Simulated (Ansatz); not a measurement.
Stretching the Ga1–I4 bond in GaH2I (SMILES [GaH2][I]) (multiplicity 1 held, fragments rigid). Energies count from the point at 2.512 Å.
Geometry at that point (charge 0, multiplicity 1):
```csv
atom,x (Å),y (Å),z (Å)
Ga,-0.8210,-1.2760,0.2151
H,-0.2706,-2.2651,1.2873
H,-2.0992,-1.4179,-0.6664
I,0.5249,0.8158,-0.1375
```

R- and RO- levels are restricted; in cc, def2 and unpolarised 6-31G sets they are followed outwards from rest. Unrestricted levels (U-) break spin symmetry where that is lower. Active spaces are followed from a long bond inwards. Curves can end on different states.

Frozen-core correlation. Filled d and f shells under p-block atoms count as core.

Programs: Ansatz (a program for electronic structure).  In def2 rows elements past Kr take small-core potentials, without spin–orbit coupling.

Energies in kcal/mol.

| R (Å) | U-MP2/def2-SVP | U-CCSD(T)/def2-SVP | R-CCSDT(Q)/def2-SVP | FIC-MRCISD+Q on CASSCF(6,4)/def2-SVP |
|---|---|---|---|---|
| 2.010 | 65.8 | 66.4 | 66.5 | 66.7 |
| 2.261 | 11.7 | 12.0 | 12.0 | 12.1 |
| 2.512 | 0.0 | 0.0 | 0.0 | 0.0 |
| 2.763 | 5.7 | 5.3 | 5.3 | 5.2 |
| 3.015 | 17.8 | 16.9 | 16.8 | 16.7 |
| 3.392 | 38.1 | 36.2 | 35.8 | 35.7 |
| 3.768 | 61.8 | 53.8 | 52.2 | 52.0 |
| 4.396 | 76.7 | 73.0 | 69.9 | 69.9 |
| 5.025 | 80.3 | 78.2 | 76.0 | 77.0 |
| 5.778 | 81.3 | 79.4 | 75.9 | 79.0 |
| 6.783 | 81.6 | 79.6 | 75.1 | 79.4 |
| 8.039 | 81.6 | 79.7 | 75.4 | 79.5 |

Doubts at one or more of the structures used: a spin-contaminated determinant (U-MP2/def2-SVP, U-CCSD(T)/def2-SVP); T1 above 0.05 (U-CCSD(T)/def2-SVP, R-CCSDT(Q)/def2-SVP); a restricted determinant that unrestricted orbitals would lower (R-CCSDT(Q)/def2-SVP); other coupled-cluster roots lie near (R-CCSDT(Q)/def2-SVP); active orbitals that take no part (FIC-MRCISD+Q on CASSCF(6,4)/def2-SVP).
